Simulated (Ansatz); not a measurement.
Calculated with Ansatz (gas phase, PBE0-D4/def2-TZVP geometries, no zero-point term in ΔE). CCSD(T)/CBS is the MP2 limit (def2-TZVPP, def2-QZVPP) plus CCSD(T) − MP2 in def2-TZVPP, frozen cores. This one scheme is used for every species. DFT in def2-TZVPP. Each species was taken in one conformer, which may not be the lowest.

Consider the formal exchange of groups at a C–C bond: `CC[Si]O` + `[F][AlH][NH][SiH3]` → `[CH3][Al]([F])[NH][SiH3]` + `C[Si]O`.

`CC[Si]O`:

Z-matrix (Å, degrees):
```
C
C 1 1.522
H 1 1.095 2 111.6
H 1 1.093 2 112.4 3 119.7
H 1 1.095 2 111.6 3 -120.5
Si 2 1.914 1 119.6 3 60.2
H 2 1.100 1 110.9 3 -177.0
H 2 1.101 1 110.9 3 -62.4
O 6 1.654 2 102.3 1 -0.6
H 9 0.963 6 118.6 2 0.1
```

`[F][AlH][NH][SiH3]`:

Z-matrix (Å, degrees):
```
Si
N 1 1.727
H 1 1.486 2 106.9
H 1 1.489 2 112.2 3 -119.5
H 1 1.489 2 112.2 3 119.5
Al 2 1.771 1 128.3 3 -0.0
H 2 1.012 1 115.1 3 -179.8
F 6 1.650 2 117.2 1 -179.6
H 6 1.567 2 123.0 1 0.4
```

`[CH3][Al]([F])[NH][SiH3]`:

```xyz
12

C    -0.368   -0.014    2.071
Al   -1.249   -0.020    0.351
F    -2.902   -0.044    0.267
N    -0.424   -0.001   -1.223
Si    1.255    0.025   -1.608
H    -0.660    0.865    2.653
H    -0.656   -0.891    2.658
H     0.720   -0.012    1.977
H    -1.038   -0.004   -2.029
H     1.642    1.237   -2.383
H     1.671   -1.161   -2.409
H     2.008    0.021   -0.326
```

`C[Si]O`:

```xyz
7

C     0.158    0.511   -0.648
Si    1.079   -0.198    0.862
O    -0.119   -1.119    1.539
H    -0.205   -0.301   -1.291
H     0.789    1.165   -1.254
H    -0.718    1.089   -0.325
H    -0.983   -1.147    1.117
```

Question: Is it downhill or uphill in electronic energy at CCSD(T)/CBS, and by how much? (An estimate is asked.)

Answer: Ansatz gave: Downhill: ΔE = -58.4 kJ/mol.

Question: What do these levels give: PBE0-D4, ωB97X-V, ωB97M-V, PBE, r2SCAN, PBE0, SCS-MP2/def2-TZVPP, HF/def2-QZVPP, MP2/def2-QZVPP, SCS-MP2/def2-QZVPP, HF/CBS(def2), MP2/CBS(def2)? (Best estimate.)

Answer: The calculation gave: PBE0-D4 -58.4, ωB97X-V -56.0, ωB97M-V -60.1, PBE -59.7, r2SCAN -62.5, PBE0 -59.2, SCS-MP2/def2-TZVPP -55.2, HF/def2-QZVPP -55.1, MP2/def2-QZVPP -58.9, SCS-MP2/def2-QZVPP -56.1, HF/CBS(def2) -55.1, MP2/CBS(def2) -59.5 kJ/mol.

Largest T1 diagnostic among the species: 0.014.
